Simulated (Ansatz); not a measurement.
```yaml
crystal:
  periodic: [false, false, false]
  atoms:
    - {symbol: Cu, position_ang: [-2.637874, 0.282417, 0.170313]}
    - {symbol: B, position_ang: [-0.432532, 0.234182, 0.038639]}
    - {symbol: B, position_ang: [1.369264, -0.320583, -0.098159]}
    - {symbol: B, position_ang: [-1.408508, -1.148152, 0.026342]}
    - {symbol: B, position_ang: [0.096183, -1.375665, -0.072922]}
    - {symbol: B, position_ang: [2.243520, 0.976794, -0.082286]}
    - {symbol: B, position_ang: [0.769946, 1.351007, 0.018074]}
basis:
  gaussian: {orbitals: def2-TZVP, nuclear_model: gaussian}
total_charge: -1
hamiltonian: {xc: {name: wB97M-V}, dispersion: rvv10}
scf: {omitted_lower_state_checks: [starts]}
```

```sh
$ ansatz run in.yaml --threads 4 --pin off --events-out ev --progress --plain --max-ram 4787MiB
```

Output, abridged:

```
Error: invalid value for `hamiltonian.dispersion`: this functional's text states its nonlocal part
```

Problem. Something in this input is off. What?

Solution. The functional holds a nonlocal dispersion part already, so the dispersion key must go. The input was rejected before any iteration.
